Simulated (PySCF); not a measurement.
## input.py for Te⁺

The script input.py:

```python
from pyscf import gto, dft

mol = gto.M(
    atom='Te 0 0 0',
    basis='jorge-dzp',
    charge=1,
    spin=3,
    symmetry=True,
    verbose=4,
)
mf = dft.ROKS(mol, xc='m062x')
mf.kernel()
mf.dip_moment()
print('orbital energies (hartree):', mf.mo_energy[..., max(0, mol.nelec[1]-3):mol.nelec[0]+3].round(4))
```

```bash
$ python input.py
```

The log (some set-up lines and the per-cycle HOMO/LUMO lines with their warnings removed):

```
PySCF version 2.14.0

[INPUT] Symbol           X                Y                Z      unit          X                Y                Z       unit  Magmom
[INPUT]  1 Te     0.000000000000   0.000000000000   0.000000000000 AA    0.000000000000   0.000000000000   0.000000000000 Bohr   0.0

nuclear repulsion = 0
point group symmetry = SO3
symmetry origin: [0. 0. 0.]
symmetry axis x: [1. 0. 0.]
symmetry axis y: [0. 1. 0.]
symmetry axis z: [0. 0. 1.]
num. orbitals of irrep s+0 = 8
num. orbitals of irrep p-1 = 6
num. orbitals of irrep p+0 = 6
num. orbitals of irrep p+1 = 6
num. orbitals of irrep d-2 = 3
num. orbitals of irrep d-1 = 3
num. orbitals of irrep d+0 = 3
num. orbitals of irrep d+1 = 3
num. orbitals of irrep d+2 = 3
num. orbitals of irrep f-3 = 1
num. orbitals of irrep f-2 = 1
num. orbitals of irrep f-1 = 1
num. orbitals of irrep f+0 = 1
num. orbitals of irrep f+1 = 1
num. orbitals of irrep f+2 = 1
num. orbitals of irrep f+3 = 1
number of shells = 18
number of NR pGTOs = 111
number of NR cGTOs = 48
basis = jorge-dzp
ecp = {}

******** <class 'pyscf.dft.rks_symm.SymAdaptedROKS'> ********
method = SymAdaptedROKS
initial guess = minao
damping factor = 0
level_shift factor = 0
DIIS = <class 'pyscf.scf.diis.CDIIS'>
SCF conv_tol = 1e-09
SCF max_cycles = 50
num. doubly occ = 24  num. singly occ = 3
XC functionals = m062x

grids dens level: 3
Freeze 0 electrons in irreps []
    51 free electrons in irreps s+0 p-1 p+0 p+1 d-2 d-1 d+0 d+1 d+2 f-3 f-2 f-1 f+0 f+1 f+2 f+3
tot grids = 21960
init E= -6569.56526438722
cycle= 1 E= -6608.61286650487  delta_E=  -39  |g|= 3.58  |ddm|= 2.66
cycle= 2 E= -6608.64325017467  delta_E= -0.0304  |g|= 0.216  |ddm|= 0.274
cycle= 3 E= -6608.64344701969  delta_E= -0.000197  |g|= 0.00683  |ddm|= 0.015
cycle= 4 E= -6608.64344738208  delta_E= -3.62e-07  |g|= 0.000101  |ddm|= 0.00235
cycle= 5 E= -6608.64344738475  delta_E= -2.67e-09  |g|= 3.21e-05  |ddm|= 0.000351
cycle= 6 E= -6608.64344738494  delta_E= -1.92e-10  |g|= 7.97e-07  |ddm|= 6.43e-05
Extra cycle  E= -6608.64344738494  delta_E=    0  |g|= 3.16e-07  |ddm|= 3.9e-06
converged SCF energy = -6608.64344738494

WARN: System has nonzero charge 1; the dipole moment is origin-dependent.
Location of origin: [0. 0. 0.]

Dipole moment(X, Y, Z, Debye):  0.00000,  0.00000,  0.00000
orbital energies (hartree): [-1.9983 -1.9983 -0.9547 -0.5028 -0.5028 -0.5028 -0.0352 -0.0352 -0.0352]
```

In short: E(SCF) = -6608.643447 Eh, 6 cycles.

Wall time 2.8 s on one thread of a shared host.

No relativity is included for the heavy element. No search for the lowest solution was made.
